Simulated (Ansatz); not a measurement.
```yaml
crystal:
  periodic: [false, false, false]
  atoms:
    - {symbol: Br, position_ang: [-2.746702, 3.092710, -0.256791]}
    - {symbol: C, position_ang: [-2.557822, 1.214499, -0.178834]}
    - {symbol: C, position_ang: [-3.689922, 0.445650, -0.210998]}
    - {symbol: C, position_ang: [-3.592698, -0.970062, -0.154767]}
    - {symbol: C, position_ang: [-2.372010, -1.579020, -0.068313]}
    - {symbol: C, position_ang: [-1.173098, -0.807869, -0.032735]}
    - {symbol: C, position_ang: [0.081865, -1.418168, 0.055426]}
    - {symbol: C, position_ang: [1.264748, -0.675333, 0.091139]}
    - {symbol: C, position_ang: [2.549794, -1.289268, 0.180800]}
    - {symbol: C, position_ang: [3.687708, -0.529649, 0.213477]}
    - {symbol: C, position_ang: [3.609366, 0.890326, 0.158587]}
    - {symbol: C, position_ang: [2.394877, 1.515472, 0.072260]}
    - {symbol: C, position_ang: [1.184842, 0.760012, 0.035466]}
    - {symbol: C, position_ang: [-0.067878, 1.375413, -0.052760]}
    - {symbol: C, position_ang: [-1.250517, 0.632829, -0.088634]}
    - {symbol: H, position_ang: [-4.667493, 0.924691, -0.280129]}
    - {symbol: H, position_ang: [-4.508534, -1.564549, -0.181830]}
    - {symbol: H, position_ang: [-2.293391, -2.667914, -0.025064]}
    - {symbol: H, position_ang: [0.135448, -2.509542, 0.097373]}
    - {symbol: H, position_ang: [2.607127, -2.379994, 0.222981]}
    - {symbol: H, position_ang: [4.665909, -1.011436, 0.282229]}
    - {symbol: H, position_ang: [4.528358, 1.480528, 0.185819]}
    - {symbol: H, position_ang: [2.331415, 2.605751, 0.029986]}
    - {symbol: H, position_ang: [-0.121391, 2.464922, -0.094700]}
basis:
  gaussian: {orbitals: def2-mTZVPP}
hamiltonian: {xc: {name: wB97X}}
scf: {lower_state_search: full}
```

```sh
$ ansatz run in.yaml --threads 4 --pin off --events-out ev --progress --plain --max-ram 6963MiB
```

Shortened log:

```
Functional definition: wB97X
3496 factors; their error is unknown
692 factors; integrals over basis functions are off by at most 8.3e-6 eV
mean field evaluation 1: about -84703.6688 eV, gradient 5.7e1 eV
mean field evaluation 2: about -84708.5118 eV, gradient 3.8e1 eV
mean field evaluation 4: about -84711.8453 eV, gradient 2.9e0 eV
mean field evaluation 8: about -84711.8805 eV, gradient 8.9e-2 eV
mean field evaluation 16: about -84712.0199 eV, gradient 1.0e-3 eV
mean field -84712.01988945 eV, -3113.1093110680 hartree, gradient 3.5e-5 eV, S^2 0.000000; 0 other end points of the search recorded, 0 dependent functions left out
reference -84712.01984614 eV, -3113.1093094761 hartree; 64, 64 occupied and 283, 283 virtual orbitals, 3496 factors
Total energy: -84712.01984614 eV, -3113.1093094761 hartree
```

It took 46 s on 4 threads of Arm Neoverse V1 on a shared host, peak host memory 2 GiB.
